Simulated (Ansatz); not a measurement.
`C[SiH](N)CO` + H₂ → `N[SiH2]CO` + CH₄  (hydrogenolysis of the Si–C bond)

Isolated molecules relaxed with PBE0-D4/def2-TZVP in Ansatz; ΔE leaves out vibrations. CBS: MP2 limit from def2 TZ/QZ plus the TZ coupled-cluster correction, frozen cores. This one scheme is used for every species. DFT in def2-TZVPP. B3LYP here is the variant with VWN-RPA as its local correlation; programs differ in this. HSE06 is defined as in plane-wave codes. One conformer a species, not always the lowest.

`C[SiH](N)CO`:

Cartesian coordinates in Å:
```
C 0.199 1.246 -1.282
Si 0.058 0.499 0.418
N 1.478 -0.466 0.680
C -1.349 -0.752 0.526
O -1.018 -1.904 -0.239
H 0.242 0.459 -2.039
H 1.091 1.871 -1.379
H -0.670 1.873 -1.497
H -0.143 1.572 1.442
H 1.689 -0.797 1.609
H 2.331 -0.209 0.208
H -1.564 -1.019 1.573
H -2.277 -0.338 0.120
H -0.067 -2.036 -0.140
```

H₂:

Cartesian coordinates in Å:
```
H 0.039 -0.020 -0.370
H -0.039 0.020 0.370
```

`N[SiH2]CO`:

Z-matrix (Å, degrees):
```
Si
C 1 1.884
N 1 1.733 2 104.8
H 1 1.493 2 110.3 3 -124.0
H 1 1.486 2 111.8 3 114.1
O 2 1.419 1 109.8 3 -43.6
H 2 1.094 1 111.0 3 -162.9
H 2 1.102 1 110.5 3 79.5
H 3 1.007 1 118.8 2 141.9
H 3 1.009 1 119.8 2 -78.1
H 6 0.966 2 106.9 1 34.1
```

CH₄:

```xyz
5

C     0.000    0.000    0.000
H     0.302    0.143   -1.037
H    -0.283   -1.041    0.155
H    -0.850    0.645    0.223
H     0.830    0.253    0.659
```

```csv
level,ΔE (kJ/mol),difference from CCSD(T)/CBS
revPBE-D4,-13.3,6.1
BLYP-D4,-20.0,-0.6
r2SCAN-D4,-17.8,1.6
B3LYP-D4,-22.7,-3.3
HSE06-D4,-20.5,-1.1
CAM-B3LYP-D4,-24.9,-5.5
ωB97X-V,-21.7,-2.3
B2PLYP,-27.3,-7.9
B3LYP,-32.9,-13.5
LC-ωPBE,-24.7,-5.3
HF/def2-TZVPP,-44.6,-25.2
MP2/def2-TZVPP,-16.5,2.9
SCS-MP2/def2-TZVPP,-23.2,-3.8
CCSD/def2-TZVPP,-25.6,-6.2
MP2/def2-QZVPP,-15.3,4.1
SCS-MP2/def2-QZVPP,-22.0,-2.6
CCSD(T)/CBS,-19.4,0
```

Largest T1 diagnostic among the species: 0.011.

The D4 term adds +10.2 kJ/mol with B3LYP and +5.8 kJ/mol with PBE0; it sums over pairs of atoms, weighted by their polarisabilities, and B3LYP, whose exchange is more repulsive, gets the larger term. Leaving LDA and LC-ωPBE aside and taking each functional with its dispersion term where it has one, the values spread over 13.9 kJ/mol, from B2PLYP to revPBE-D4. LDA lies +7.7 kJ/mol from PBE without D4.

CCSD(T)/CBS has its own doubt, a few kJ/mol and more with outer-core shells, so smaller differences from it don't rank the levels.
